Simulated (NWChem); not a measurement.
System: benzotriazole (C$_{6}$H$_{5}$N$_{3}$); SMILES n1nc2ccccc2[nH]1

```xyz
14

C     -0.7398     2.0883     0.0000
C      0.6746     2.1032     0.0000
C      1.4229     0.9371     0.0000
C      0.6985    -0.2625     0.0000
N      1.0224    -1.5831     0.0000
N     -0.0786    -2.3508     0.0000
N     -1.1151    -1.6035     0.0000
C     -0.7100    -0.2917     0.0000
C     -1.4497     0.9003     0.0000
H     -1.2768     3.0394     0.0000
H      1.1917     3.0658     0.0000
H      2.5141     0.9590     0.0000
H      1.9324    -2.0250     0.0000
H     -2.5407     0.8746     0.0000
```
Atoms are numbered in this order, from 1.

Program: NWChem. Medium grid unless said otherwise, to which SCAN and Minnesota functionals are sensitive. Geometry: optimised at PBE0/def2-SVP. No frequency run checked for a minimum.

For level B97-D/def2-SVP:

```
Quantity                     Value
---------------------------  -----
highest occupied level (eV)  -5.93
orbital gap (eV)              3.94
dipole (D)                    3.89
```

**Question.** How do the values read with level M05-2X/def2-SVP instead?

**Answer.** 
* **highest occupied level (eV)**: -8.20
* **orbital gap (eV)**: 7.89
* **dipole (D)**: 4.08
